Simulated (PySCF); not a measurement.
# How methods differ on the excitation energy of Pb

Pb [Xe] 4f14 5d10 6s2 6p2 (3P) → Pb [Xe] 4f14 5d10 6s1 6p3 (5S), as a difference of total energies. All numbers are calculated (PySCF 2.14, scalar relativity by spin-free X2C-1e, in x2c-QZVPPall (16s10p9d6f1g, 142 functions)). The calculations carry no spin-orbit coupling.

```csv
method,excitation energy (eV)
UHF,4.673
M06-L,6.950
revPBE,6.852
```

Spin-orbit coupling is strong in these open shells (close to jj coupling). The scalar numbers leave it out and a first-order estimate fails, so it can dominate the gap to the real levels.
